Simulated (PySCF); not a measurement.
Al(H)(F)(OEt) (C2H6AlFO), SMILES CC[O][AlH][F].

Coordinates come from a B3LYP-D3(BJ)/def2-SVP optimisation. The structure was generated by enumeration; whether it is a known compound was not checked. The values are those of a single conformer.

The numbers are results of HF/def2-TZVP (PySCF), not measurements.

Gas-phase values at a fixed geometry.

Problem. Estimate the frontier levels, gap, dipole moment and polarisability. (An estimate is asked for; the answer gives what the named calculation found.)

Solution. 
| Item | Value |
|---|---|
| highest occupied level | -12.07 eV |
| lowest empty level | 2.06 eV |
| orbital gap | 14.12 eV |
| dipole moment | 0.560 e·Å |
| quadrupole, principal values (traceless, Buckingham form, about the centre of nuclear charge) | -8.01, -0.08, 8.09 D·Å |
| mean static polarisability | 46.2 bohr³ (6.85 Å³) |
| polarisability, principal values | 40.9, 45.3, 52.5 bohr³ |
